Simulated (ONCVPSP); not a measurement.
# Sr ONCV: all-electron and pseudo phase curves

Sr, optimised norm-conserving Vanderbilt (ONCV), made with ONCVPSP 4.0.1 (LDA (Perdew-Zunger), scalar-relativistic). Core [Ar] 3d10, reference 4s2 4p6 5s2. Waves: 4s+5s: rc 2.50 bohr, ncon 5, nbas 8, qcut 4.1 1/bohr, 2 projectors; 4p: rc 2.35 bohr, ncon 4, nbas 7, qcut 6.4 1/bohr, 2 projectors, debl 0.8 Ha; d scattering state at 0.02 Ha: rc 1.95 bohr, ncon 3, nbas 8, qcut 5.8 1/bohr, 2 projectors, debl 1.3 Ha. Local part: polynomial inside 1.90 bohr (lpopt 5, dvloc0 -1 Ha). Core correction: none.

In the p channel the program set the typed energies aside and used -0.840, 0.250 Ha. In the d channel the program set the typed energies aside and used 0.050, 1.350 Ha.

The phase is arctan(r·R′/R) of the radial function R(r), unwrapped; energies in Ha, scanned from -3 to 5 Ha. A pole is an energy at which the radial function vanishes at the test radius. The pseudo phase is shifted by a multiple of π to meet the all-electron one at the reference energy, and phase errors are pseudo minus all-electron; the curves can meet again beyond the range given. Levels narrower than the energy grid can be missing from the lists of poles.

Q: For each channel, where are the poles, and over which energies does the pseudopotential scatter like the atom?

A:

| channel | radius (bohr) | reference energy (Ha) | poles, all-electron | poles, pseudo | unbroken range about the reference energy with phases within 0.05 rad | phase error 1 Ha above the reference energy (rad) |
| --- | --- | --- | --- | --- | --- | --- |
| s | 2.53 | -0.13 | -1.41, 2.26 | -1.41, 2.17, 4.55 | below 2.9 | -0.002 |
| p | 2.39 | -0.84 | -0.56, 3.52 | -0.56, 3.46 | below 4.9 | +0.000 |
| d | 1.98 | 0.05 | 1.45 | 1.45 | the whole range | -0.000 |

Phases in the d channel:

```csv
E (Ha),all-electron,pseudo
-2.98,1.294,1.293
-2.76,1.278,1.277
-2.54,1.259,1.259
-2.32,1.237,1.237
-2.10,1.210,1.210
-1.88,1.177,1.177
-1.66,1.135,1.135
-1.44,1.079,1.078
-1.22,1.001,1.000
-1.00,0.885,0.885
-0.78,0.704,0.703
-0.56,0.402,0.401
-0.34,-0.066,-0.066
-0.12,-0.576,-0.577
0.10,-0.941,-0.941
0.32,-1.161,-1.161
0.54,-1.300,-1.300
0.76,-1.395,-1.395
0.98,-1.464,-1.464
1.20,-1.519,-1.519
1.42,-1.566,-1.566
1.64,-1.607,-1.607
1.86,-1.647,-1.647
2.08,-1.688,-1.688
2.30,-1.733,-1.733
2.52,-1.785,-1.786
2.74,-1.851,-1.853
2.96,-1.942,-1.944
3.18,-2.080,-2.086
3.40,-2.316,-2.329
3.62,-2.747,-2.777
3.84,-3.373,-3.415
4.06,-3.870,-3.901
4.28,-4.144,-4.165
4.50,-4.299,-4.313
4.72,-4.395,-4.406
4.94,-4.460,-4.470
```
